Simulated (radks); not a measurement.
All-electron atom: Ge in [Ar] 3d10 4s2 4p2. Calculated with a radial shooting solver on a logarithmic mesh with Libxc functionals: Dirac Kohn-Sham, BLYP, spin-unpolarised, spherical densities, point nucleus; open shells are shared between the two j in proportion to 2j + 1.

Normalised radial functions P(r) = r R(r) (large component), r in bohr:

| r | 3p1/2 | 3p3/2 | 4p1/2 |
|---|---|---|---|
| 0.004802 | 0.0108 | 0.0081 | 0.0023 |
| 0.006303 | 0.0172 | 0.0135 | 0.0036 |
| 0.00834 | 0.0277 | 0.0228 | 0.0059 |
| 0.01104 | 0.0445 | 0.0380 | 0.0094 |
| 0.0146 | 0.0711 | 0.0627 | 0.0151 |
| 0.01932 | 0.1123 | 0.1013 | 0.0238 |
| 0.02556 | 0.1737 | 0.1600 | 0.0368 |
| 0.03382 | 0.2610 | 0.2445 | 0.0553 |
| 0.04475 | 0.3765 | 0.3578 | 0.0797 |
| 0.05921 | 0.5130 | 0.4938 | 0.1084 |
| 0.07772 | 0.6413 | 0.6249 | 0.1350 |
| 0.1028 | 0.7182 | 0.7095 | 0.1501 |
| 0.1361 | 0.6626 | 0.6670 | 0.1360 |
| 0.18 | 0.3991 | 0.4200 | 0.0765 |
| 0.2382 | -0.0878 | -0.0526 | -0.0301 |
| 0.3152 | -0.6911 | -0.6515 | -0.1560 |
| 0.417 | -1.1855 | -1.1559 | -0.2422 |
| 0.5517 | -1.3485 | -1.3392 | -0.2248 |
| 0.73 | -1.1377 | -1.1479 | -0.0811 |
| 0.9582 | -0.7385 | -0.7573 | 0.1438 |
| 1.268 | -0.3532 | -0.3693 | 0.3876 |
| 1.678 | -0.1196 | -0.1281 | 0.5643 |
| 2.22 | -0.0265 | -0.0292 | 0.6208 |
| 2.937 | -0.0034 | -0.0039 | 0.5519 |
| 3.886 | -0.0002 | -0.0003 | 0.4020 |
| 5.141 | 0.0000 | 0.0000 | 0.2360 |
| 6.803 | 0.0000 | 0.0000 | 0.1066 |
| 9.001 | 0.0000 | 0.0000 | 0.0349 |

3p1/2: eigenvalue -118.23 eV, 1 radial node at r = 0.228 bohr, <r> = 0.640 bohr, 90 % of the charge inside 0.985 bohr. 3p3/2: eigenvalue -113.95 eV, 1 radial node at r = 0.232 bohr, <r> = 0.651 bohr, 90 % of the charge inside 1.00 bohr. 4p1/2: eigenvalue -3.917 eV, 2 radial nodes at r = 0.222, 0.812 bohr, <r> = 2.87 bohr, 90 % of the charge inside 4.57 bohr.
